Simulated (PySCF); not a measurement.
Working out the ionisation energy of As⁺

As⁺ [Ar] 3d10 4s2 4p2 (3P) → As²⁺ [Ar] 3d10 4s2 4p1 (2P). All numbers are calculated (PySCF 2.14, the non-relativistic Hamiltonian (point nucleus), in pcseg-2). Frozen: [Ar] 3d10. Energies in hartree (1 hartree = 27.21139 eV):

```json
{"part": "UHF", "As⁺ (lower)": "-2233.862054", "As²⁺ (upper)": "-2233.200698"}
{"part": "CCSD correlation", "As⁺ (lower)": "-0.069167", "As²⁺ (upper)": "-0.054527"}
{"part": "(T)", "As⁺ (lower)": "-0.001642", "As²⁺ (upper)": "-0.000737"}
```

**Question.** What does Hartree-Fock give?

**Answer.** (-2233.200698) − (-2233.862054) = 0.661356 hartree = 17.996 eV.

**Question.** What do CCSD and CCSD(T) give?

**Answer.** The CCSD correlation energies differ by 0.014640 hartree = 0.398 eV and the triples by 0.000905 hartree = 0.025 eV, so CCSD gives 18.394 eV and CCSD(T) 18.419 eV.

Reference: 18.589 eV (measured; NIST Atomic Spectra Database, ionization energies), between the lowest levels; spin-orbit coupling is absent from the calculation.

The calculation is non-relativistic.

What remains against the reference includes basis incompleteness, the frozen core and higher excitations.
